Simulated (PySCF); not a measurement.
The multiplicity is imposed and other spin states were not computed.

B3LYP has the VWN-RPA correlation part, as in Gaussian. 

Cartesian coordinates (Å):
```xyz
18

Hf     0.1615     0.3928     0.3902
O      0.2044    -0.0855     2.2702
C      0.2308    -0.4341     3.6118
H     -0.7925    -0.5525     4.0154
H      0.7427     0.3383     4.2161
H      0.7651    -1.3903     3.7670
O     -1.6856     0.5004    -0.1949
C     -2.9989     0.6068    -0.6268
H     -3.6454     1.0401     0.1594
H     -3.4143    -0.3830    -0.8943
H     -3.0763     1.2554    -1.5196
O      1.0737    -0.9801    -0.6338
C      1.7387    -1.9367    -1.3851
H      2.3665    -1.4681    -2.1664
H      1.0265    -2.6164    -1.8899
H      2.4001    -2.5560    -0.7502
O      1.0381     2.1038     0.1237
H      1.4718     2.9487     0.0162
```
Charge 0, spin multiplicity 1.

Predict the total energy, HOMO–LUMO gap and dipole moment from B3LYP-D3(BJ)/def2-TZVP // r2SCAN-D4/def2-SVP in PySCF 2.14.0.


```json
{
  "total_energy": "-469.7171 Ha",
  "HOMO–LUMO gap": "7.15 eV",
  "dipole_moment": "0.26 D"
}
```
